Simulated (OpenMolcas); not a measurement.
## Ions of charge +3 along the 3d row with 6 chloride ligands in octahedral coordination

```
Program             : OpenMolcas
Method              : SS-CASPT2, IPEA 0.25 Eh, imaginary shift 0.1 Eh
Spin-orbit coupling : state interaction with AMFI integrals over the reference wave functions
```

The d shell is active; CASPT2 correlates the ligand valence shells and the outer metal core. Anionic complexes are neutralised by point charges behind the ligands. Distances were set from a Shannon-type radius of the metal (high-spin where two are listed) plus a fixed donor radius (Cl 1.76 Å). Ligand basis ANO-RCC-VDZP, DKH2 Hamiltonian. States (labels of O, the rotations of Oh). Energies in cm-1 above the lowest state or level, χT in cm3 K/mol; under a threefold ground state the first gap can be a small split of the lowest multiplet, not the spin-orbit step; 10Dq and B are least-squares fits to the states below 45000 cm-1, weighted by degeneracy, with a free offset, and given where the rms deviation is under 5 % of |10Dq| (or 100 cm-1) and under 700 cm-1. Spin-only χT is S(S+1) / 2 for the spin of the ground state.

```tsv
Ion	Shell	R (Å)	Metal basis	Outer charge (e at Å behind ligand)	Ground state	First state of that spin	10Dq	B (rms of fit)	First gap with spin-orbit (degeneracies)	χT at 300 K	First state of another spin	Spin-only χT
Ti3+	3d1	2.43	ANO-RCC-VDZP	0.5 at 3.2	2T2	2E 12030	12032		210 (4, 2)	0.451		0.375
V3+	3d2	2.4	ANO-RCC-VDZP	0.5 at 2.4	3T1	3T2 11060	12132	727 (256)	6 (2, 3)	0.897	1T2 9680	1.000
Cr3+	3d3	2.38	ANO-RCC-VTZP	0.5 at 2.6	4A2	4T2 12630			12460 (4, 4)	1.832	2E 12860	1.875
Mn3+	3d4	2.41	ANO-RCC-VDZP	0.5 at 2.4	5E	5T2 12510			12 (1, 3)	2.948	3T1 8500	3.000
Fe3+	3d5	2.41	ANO-RCC-VTZP	0.5 at 2.4	6A1				15280 (6, 2)	4.384	4T1 15990	4.375
```

The rows also differ in their metal basis and outer charges, so part of each step comes from that.

Every ion keeps the highest spin of its shell. χT departs most from the spin-only value for V3+, by -0.103 cm3 K/mol.

Roots that are degenerate in the reference are averaged as groups; the widest CASPT2 spread within a group is 1100 cm-1 (the 2-fold group of multiplicity 1 near 73100 cm-1 above the lowest state of its run, Mn3+). Shifts and gaps below about the spread of the groups concerned are not significant. Over all roots computed the reference weight is 0.68 in Ti3+, 0.66 to 0.68 in V3+, 0.65 to 0.66 in Cr3+, 0.63 to 0.67 in Mn3+, 0.60 to 0.66 in Fe3+; the roots of lowest weight are the least certain, and an intruder state may touch them. Ligand-to-metal charge-transfer states are missing. With one d shell and no ligand orbital active, 10Dq can be off by a tenth or more. An orbital triplet at a regular site is open to Jahn-Teller coupling, which can distort the site and quench the lowest spin-orbit gaps and is left out (holds for Ti3+; V3+). With no ligand orbital active B as a rule stays too high, so bands that hang on it stand too high and its fall with covalency is understated (holds for V3+; Cr3+; Mn3+; Fe3+). These CASPT2 states fit no ligand-field parameters well, so their order and spin gaps are uncertain (holds for Cr3+; Mn3+; Fe3+). An orbital doublet at a regular site is open to a Jahn-Teller distortion, which this geometry leaves out (holds for Mn3+). This shell can be high or low spin here, a state of another spin lies low, and with metal d orbitals alone active their balance is uncertain, so the ground spin may be wrong (holds for Mn3+). No measured value stands beside these numbers; the geometry was imposed, not optimised, and the real ion may take another.
